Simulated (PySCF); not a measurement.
GaF, SMILES [Ga][F] (connectivity only; charge and spin as stated), neutral, multiplicity 1. Coordinates come from a B3LYP-D3(BJ)/def2-TZVPD optimisation.

TDA-ωB97X/def2-TZVPD run with PySCF 2.14.0 puts the lowest singlet excitations at 5.92, 5.92, 7.54, 7.77, 7.85, 7.85 eV.

### Question
What are the lowest excitation roots from ADC(3)/aug-cc-pVDZ run with PySCF 2.14.0? (The exact figures need the calculation; the answer reports its results.)

### Answer
5.77, 5.77, 7.33, 7.87, 8.57, 8.57 eV. S1 differs by -0.15 eV (second minus first; roots are paired by order, and the bases may differ).
